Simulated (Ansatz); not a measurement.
Consider the cleavage of the B–Si bond: `CNB(F)[SiH2]Cl` + H–F → `CNB(F)F` + `[SiH3]Cl`.

Gas-phase electronic energies from Ansatz, PBE0-D4/def2-TZVP geometries. CCSD(T)/CBS is the MP2 limit (def2-TZVPP, def2-QZVPP) plus CCSD(T) − MP2 in def2-TZVPP, frozen cores. This one scheme is used for every species. DFT in def2-TZVPP. B3LYP here is the variant with VWN-RPA as its local correlation; programs differ in this. Each species was taken in one conformer, which may not be the lowest.

```json
{"species": "`CNB(F)[SiH2]Cl`", "B3LYP energy (Eh)": "-971.16154"}
{"species": "H–F", "B3LYP energy (Eh)": "-100.49272"}
{"species": "`CNB(F)F`", "B3LYP energy (Eh)": "-320.11708"}
{"species": "`[SiH3]Cl`", "B3LYP energy (Eh)": "-751.59815"}
```

Work out ΔE.

ΔE = (-320.11708) + (-751.59815) − (-971.16154) − (-100.49272) = -0.06097 Eh = -160.1 kJ/mol. CCSD(T)/CBS gives -143.6 kJ/mol.

Largest T1 diagnostic among the species: 0.012.

In def2-TZVPP, CCSD(T) changes the Hartree–Fock value by +39.6 kJ/mol (the triples alone add +5.9 kJ/mol) and MP2 by +39.2 kJ/mol. The D4 term adds +10.3 kJ/mol with B3LYP and +5.9 kJ/mol with PBE0; it sums over pairs of atoms, weighted by their polarisabilities, and B3LYP, whose exchange is more repulsive, gets the larger term.
